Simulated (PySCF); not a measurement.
# Dipole polarisabilities along group 6, charge +2

Calculated with PySCF 2.14 for the ground configurations, without spin-orbit coupling: coupled response for Hartree-Fock and DFT. Mean α in bohr³, C₆ of like pairs in atomic units.

```
                                                                                                      species  α UHF  α PBE  α PBE0  C₆ UHF  C₆ PBE  C₆ PBE0
        Cr²⁺ [Ar] 3d4 (aug-cc-pVTZ with one added diffuse shell each of s, p, d, f, g type, non-relativistic)  3.592  4.569   4.203   10.68   13.67    12.55
    Mo²⁺ [Kr] 4d4 (aug-cc-pVTZ-PP with one added diffuse shell each of s, p, d, f, g type with ECP28MDF, ECP)  9.220  10.60   10.05   48.67   56.51    53.43
W²⁺ [Xe] 4f14 5d4 (aug-cc-pVTZ-PP with one added diffuse shell each of s, p, d, f, g type with ECP60MDF, ECP)  12.28  13.75   13.09   72.25   81.53    77.43
```
